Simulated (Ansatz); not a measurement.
Isolated molecules relaxed with PBE0-D4/def2-TZVP in Ansatz; ΔE leaves out vibrations. CCSD(T)/CBS is the MP2 limit (def2-TZVPP, def2-QZVPP) plus CCSD(T) − MP2 in def2-TZVPP, frozen cores. This one scheme is used for every species. For Br outer-core shells are correlated without core-valence functions, which leaves a few kJ/mol of doubt a bond. Scalar relativity is left out up to krypton.

Consider the hydrogenolysis of a C–Br bond: `ClC(Cl)(Br)Br` + H₂ → `ClC(Cl)Br` + HBr.

`ClC(Cl)(Br)Br`:

```xyz
5

Cl    1.706   -0.145    0.498
C     0.037    0.017   -0.023
Cl   -0.032    0.893   -1.542
Br   -0.971    0.981    1.326
Br   -0.740   -1.746   -0.258
```

H₂:

```xyz
2

H    -0.170   -0.099    0.317
H     0.170    0.099   -0.317
```

`ClC(Cl)Br`:

Z-matrix (Å, degrees):
```
C
Cl 1 1.754
Br 1 1.934 2 111.2
Cl 1 1.754 2 111.5 3 -124.8
H 1 1.084 2 108.1 3 116.4
```

HBr:

```xyz
2

Br    0.290   -0.116    0.638
H    -0.290    0.116   -0.638
```

| species | CCSD(T)/def2-TZVPP energy (Eh) |
| --- | --- |
| `ClC(Cl)(Br)Br` | -6102.87281 |
| H₂ | -1.17233 |
| `ClC(Cl)Br` | -3530.78117 |
| HBr | -2573.30857 |

Problem. Work out ΔE.

Solution. ΔE = (-3530.78117) + (-2573.30857) − (-6102.87281) − (-1.17233) = -0.04460 Eh = -28.0 kcal/mol. CCSD(T)/CBS gives -26.4 kcal/mol.

Largest T1 diagnostic among the species: 0.009.

At CCSD(T), def2-SVP lies −3.8 kcal/mol from the extrapolated value and def2-TZVPP −1.6 kcal/mol. From r2SCAN to r2SCAN0 (25 % exact exchange), in def2-TZVPP and without D4, ΔE moves by −2.4 kcal/mol.
